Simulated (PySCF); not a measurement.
C₂H₆AlCl, triplet, at a GFN2-xTB geometry (such geometries of metal compounds can be far from the true shape) (a higher spin typed on purpose: for a closed-shell molecule this is an excited state); MP2/def2-SVPD in PySCF.

PySCF was given this input:
```python
from pyscf import gto, scf, mp

mol = gto.M(
    atom='''
Al    0.271241    0.586158    0.379600
C     1.867871   -0.785804   -0.094239
H     1.500749   -1.739977   -0.458322
H     2.528356   -0.911523    0.754817
H     2.363617   -0.241130   -0.893259
C    -0.276916   -0.987749    1.750137
H    -0.479454   -1.926424    1.244523
H    -1.192939   -0.576001    2.165147
H     0.476783   -1.104691    2.519037
Cl   -1.074646    0.560059   -1.188361
''',
    basis='def2-svpd',
    charge=0,
    spin=2,
    verbose=4,
)

mf = scf.UHF(mol)
mf.kernel()

pt = mp.MP2(mf, frozen=12)
pt.kernel()
print('E(MP2) = %.10f' % pt.e_tot)
mf.analyze()
```

The log (banner, timings and long lists left out):

```
PySCF version 2.14.0

[INPUT] verbose = 4
[INPUT] num. atoms = 10
[INPUT] num. electrons = 48
[INPUT] charge = 0
[INPUT] spin (= nelec alpha-beta = 2S) = 2
[INPUT] symmetry False subgroup None
[INPUT] Mole.unit = angstrom
[INPUT] Symbol           X                Y                Z      unit          X                Y                Z       unit  Magmom
[...]
nuclear repulsion = 189.491672204258
number of shells = 61
number of NR pGTOs = 207
number of NR cGTOs = 139
basis = def2-svpd
ecp = {}

******** <class 'pyscf.scf.uhf.UHF'> ********
method = UHF
initial guess = minao
damping factor = 0
level_shift factor = 0
DIIS = <class 'pyscf.scf.diis.CDIIS'>
diis_start_cycle = 1
diis_space = 8
diis_damp = 0
SCF conv_tol = 1e-09
SCF conv_tol_grad = None
SCF max_cycles = 50
direct_scf = True
direct_scf_tol = 1e-13
number electrons alpha = 25  beta = 23
Set gradient conv threshold to 3.16228e-05
init E= -780.356901810737

cycle= 1 E= -780.281553780376  delta_E= 0.0753  |g|= 0.258  |ddm|= 2.44
cycle= 2 E= -780.342237450723  delta_E= -0.0607  |g|= 0.104  |ddm|= 0.744
cycle= 3 E= -780.351456910873  delta_E= -0.00922  |g|= 0.0391  |ddm|= 0.294
cycle= 4 E= -780.353812200159  delta_E= -0.00236  |g|= 0.0118  |ddm|= 0.226
cycle= 5 E= -780.35410430482  delta_E= -0.000292  |g|= 0.00468  |ddm|= 0.0914
cycle= 6 E= -780.354147148365  delta_E= -4.28e-05  |g|= 0.00216  |ddm|= 0.0259
cycle= 7 E= -780.354156364242  delta_E= -9.22e-06  |g|= 0.000862  |ddm|= 0.0087
cycle= 8 E= -780.354158026405  delta_E= -1.66e-06  |g|= 0.000278  |ddm|= 0.00467
cycle= 9 E= -780.354158197962  delta_E= -1.72e-07  |g|= 8.46e-05  |ddm|= 0.00171
cycle= 10 E= -780.354158213919  delta_E= -1.6e-08  |g|= 3.06e-05  |ddm|= 0.000421
cycle= 11 E= -780.354158216315  delta_E= -2.4e-09  |g|= 1.19e-05  |ddm|= 0.00016
cycle= 12 E= -780.354158216712  delta_E= -3.97e-10  |g|= 4.74e-06  |ddm|= 7.48e-05
Extra cycle  E= -780.354158216763  delta_E= -5.07e-11  |g|= 2.97e-06  |ddm|= 1.93e-05
converged SCF energy = -780.354158216763  <S^2> = 2.0423505  2S+1 = 3.028102

******** <class 'pyscf.mp.ump2.UMP2'> ********
nocc = (np.int64(13), np.int64(11)), nmo = (127, 127)
frozen orbitals 12
E(UMP2) = -780.851494630021  E_corr = -0.497336413257753
E(SCS-UMP2) = -780.849436530328  E_corr = -0.495278313565244
E_corr(same-spin) = -0.117144671935454
E_corr(oppo-spin) = -0.380191741322299
E(MP2) = -780.8514946300
**** SCF Summaries ****
Total Energy =                        -780.354158216763153
[...]
spin_pop of  8 H 2s        0.00007
spin_pop of  8 H 2px       0.00007
spin_pop of  8 H 2py       0.00000
spin_pop of  8 H 2pz      -0.00010
spin_pop of  8 H 3px       0.00002
spin_pop of  8 H 3py       0.00011
spin_pop of  8 H 3pz      -0.00001
spin_pop of  9 Cl 1s        0.00000
spin_pop of  9 Cl 2s       -0.00000
spin_pop of  9 Cl 3s        0.00114
spin_pop of  9 Cl 4s        0.00066
spin_pop of  9 Cl 5s        0.00039
spin_pop of  9 Cl 2px       0.00000
spin_pop of  9 Cl 2py       0.00000
spin_pop of  9 Cl 2pz       0.00000
spin_pop of  9 Cl 3px       0.00888
spin_pop of  9 Cl 3py       0.02013
spin_pop of  9 Cl 3pz       0.01056
spin_pop of  9 Cl 4px       0.00033
spin_pop of  9 Cl 4py       0.00216
spin_pop of  9 Cl 4pz       0.00036
spin_pop of  9 Cl 5px       0.00001
spin_pop of  9 Cl 5py       0.00003
spin_pop of  9 Cl 5pz       0.00002
spin_pop of  9 Cl 3dxy     -0.00016
spin_pop of  9 Cl 3dyz     -0.00023
spin_pop of  9 Cl 3dz^2    -0.00020
spin_pop of  9 Cl 3dxz      0.00004
spin_pop of  9 Cl 3dx2-y2   -0.00002
spin_pop of  9 Cl 4dxy      0.00013
spin_pop of  9 Cl 4dyz      0.00011
spin_pop of  9 Cl 4dz^2     0.00009
spin_pop of  9 Cl 4dxz      0.00012
spin_pop of  9 Cl 4dx2-y2    0.00006
 ** Mulliken Spin Density (per atom)  **
spin density of  0 Al =      0.81981
spin density of  1 C =      0.61061
spin density of  2 H =     -0.01547
spin density of  3 H =     -0.02734
spin density of  4 H =     -0.00001
spin density of  5 C =      0.61061
spin density of  6 H =     -0.01547
spin density of  7 H =     -0.00001
spin density of  8 H =     -0.02734
spin density of  9 Cl =      0.04461
 ** Mulliken pop alpha/beta on meta-lowdin orthogonal AOs **
 ** Mulliken pop       alpha | beta **
In total            25.00000 | 23.00000
 ** Mulliken atomic charges   ( Nelec_alpha | Nelec_beta ) **
charge of  0Al =      0.47851  (     6.67065      5.85084 )
charge of  1C =     -0.36729  (     3.48895      2.87834 )
charge of  2H =      0.10787  (     0.43833      0.45380 )
charge of  3H =      0.10795  (     0.43236      0.45969 )
charge of  4H =      0.11667  (     0.44166      0.44167 )
charge of  5C =     -0.36729  (     3.48895      2.87834 )
charge of  6H =      0.10787  (     0.43833      0.45380 )
charge of  7H =      0.11667  (     0.44166      0.44167 )
charge of  8H =      0.10795  (     0.43236      0.45969 )
charge of  9Cl =     -0.40892  (     8.72676      8.68216 )
Dipole moment(X, Y, Z, Debye):  1.80894, -1.89792,  1.89578
```
